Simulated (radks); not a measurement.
Spherical quantum dot in the effective-mass picture: electrons in a hard-walled sphere of radius 10.4, with a point charge +1 (a donor) at the centre, all in effective atomic units (hartree* = m*/eps^2 hartree, bohr* = eps/m* bohr), one dielectric constant everywhere. Calculated with a radial shooting solver with Libxc functionals: non-relativistic Kohn-Sham, LDA (Slater exchange, Perdew-Wang correlation), spin-polarised, spherical densities. Levels are named by radial order and angular momentum (1s, 1p, 1d, 2s, ...), and open shells are averaged over m. Results are scaled to m* = 0.069 and eps = 9.1, for which hartree* = 22.67 meV and bohr* = 6.979 nm. Each electron was tried in the lowest free levels, single moves between levels near the top were tried too, and the lowest total energy was kept; such a search can miss a lower state. At N = 1 the Hartree and exchange-correlation terms need not cancel, so that row can carry a self-interaction error.

\begin{tabular}{lrrrrrr}
N & open shells & 2S & E (meV) & addition energy mu(N+1) - mu(N) (meV) & e(HOMO) (meV) & rms radius (nm) \\ \hline
1 & 1s(up 1, down 0) & 1 & -10.8540 & 10.15 & -6.0991 & 12.84 \\
2 & none & 0 & -11.5617 & 5.786 & 1.5823 & 21.40 \\
3 & 1p(up 1, down 0) & 1 & -6.48377 & 2.366 & 6.2130 & 33.61 \\
4 & 1p(up 2, down 0) & 2 & 0.960005 & 2.509 & 8.6903 & 39.02 \\
5 & 1p(up 3, down 0) & 3 & 10.9126 & 2.738 & 11.219 & 42.37 \\
6 & 1p(up 3, down 0) 2s(up 1, down 0) & 4 & 23.6035 & 2.989 & 13.857 & 44.54 \\
7 & 1p(up 3, down 1) 2s(up 1, down 0) & 3 & 39.2838 & 2.449 & 16.895 & 46.32 \\
8 & 1p(up 3, down 2) 2s(up 1, down 0) & 2 & 57.4136 & 2.493 & 19.372 & 47.68 \\
9 & 2s(up 1, down 0) & 1 & 78.0365 & 3.404 & 21.877 & 48.76 \\
10 & 1d(up 1, down 0) 2s(up 1, down 0) & 2 & 102.063 & 2.486 & 25.268 & 49.72 \\
11 & 1d(up 2, down 0) 2s(up 1, down 0) & 3 & 128.575 & 2.491 & 27.757 & 50.52 \\
12 & 1d(up 3, down 0) 2s(up 1, down 0) & 4 & 157.578 & 2.493 & 30.249 & 51.21 \\
13 & 1d(up 4, down 0) 2s(up 1, down 0) & 5 & 189.074 & 2.493 & 32.742 & 51.81 \\
14 & 1d(up 5, down 0) 2s(up 1, down 0) & 6 & 223.062 & 3.005 & 35.235 & 52.34 \\
15 & 1d(up 5, down 1) 2s(up 1, down 0) & 5 & 260.055 & 2.450 & 38.217 & 52.81 \\
16 & 1d(up 5, down 2) 2s(up 1, down 0) & 4 & 299.499 & 2.457 & 40.671 & 53.23 \\
17 & 1d(up 5, down 3) 2s(up 1, down 0) & 3 & 341.399 & 2.460 & 43.130 & 53.62 \\
18 & 1d(up 5, down 4) 2s(up 1, down 0) & 2 & 385.760 & 2.462 & 45.591 & 53.97 \\
19 & 2s(up 1, down 0) & 1 & 432.582 & 3.587 & 48.054 & 54.29 \\
20 & 2s(up 1, down 0) 1f(up 1, down 0) & 2 & 482.993 & 2.444 & 51.632 & 54.61 \\
21 & 2s(up 1, down 0) 1f(up 2, down 0) & 3 & 535.847 & 2.445 & 54.077 & 54.90 \\
22 & 2s(up 1, down 0) 1f(up 3, down 0) & 4 & 591.146 & 2.445 & 56.522 & 55.18 \\
23 & 2s(up 1, down 0) 1f(up 4, down 0) & 5 & 648.890 & 2.445 & 58.967 & 55.43 \\
24 & 2s(up 1, down 0) 1f(up 5, down 0) & 6 & 709.079 & 2.444 & 61.412 & 55.67 \\
25 & 2s(up 1, down 0) 1f(up 6, down 0) & 7 & 771.713 & - & 63.856 & 55.89 \\
\end{tabular}

All shells are closed at N = 2 (there: 1s2); the second difference of the energy has clear peaks (12 % above both neighbours; the first and last values, which can be the largest, are not judged, and half-filled shells can peak too) at N = 9, 14, 19.
